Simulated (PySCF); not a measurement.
C2H5FO2Si, SMILES O=CC[Si@H](O)F.

Geometry optimised at B3LYP-D3(BJ)/def2-SVP. The structure was generated by enumeration; whether it is a known compound was not checked. Other conformers were not sampled.

Two levels are set side by side: TDA-PBE/def2-SVPD (PySCF) and TDA-LC-ωPBE/def2-SVPD (PySCF). Vertical, same geometry. The lowest singlet is HOMO→LUMO 100 % with PBE and HOMO→LUMO 89 % with the other functional; states are paired by order. Differences are taken from unrounded values.

| quantity | TDA-LC-ωPBE |
|---|---|
| lowest singlet excitation (eV) | 4.37 |
| lowest triplet excitation (TDA) (eV) | 3.72 |
| first bright state (f over 0.05) (eV) | 7.51 |
| its oscillator strength | 0.11 |

What does TDA-PBE give, and how far is it from TDA-LC-ωPBE? (Estimate from the structure and the level; the computed values follow.)


| quantity | TDA-PBE | TDA-PBE minus TDA-LC-ωPBE |
|---|---|---|
| lowest singlet excitation (eV) | 4.12 | -0.25 |
| lowest triplet excitation (TDA) (eV) | 3.53 | -0.19 |
| first bright state (f over 0.05) (eV) | 5.72 | -1.79 |
| its oscillator strength | 0.06 | -0.05 |

Functionals without exact exchange tend to place singlet excitations lower, as here. Differences between two approximate levels are no errors against the true value.

Rough cost on one machine, each run with all the roots and properties that it gave: TDA-LC-ωPBE against TDA-PBE about 3 times.
